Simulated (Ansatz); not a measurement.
Name a neutral molecule of C, Cu, N and H with size of the dipole moment (ωB97M-V/def2-TZVPP) between 8.95 and 9.25 D and size of the dipole moment (PBE/def2-TZVPP) between 7.30 and 7.60 D (Ansatz, PBE0-D4/def2-TZVP geometry).

`CC#[N+][Cu-][NH2]` (9.06 D, 7.45 D). Other molecules can fit too; these were computed, each in one conformer that needn't be the lowest.
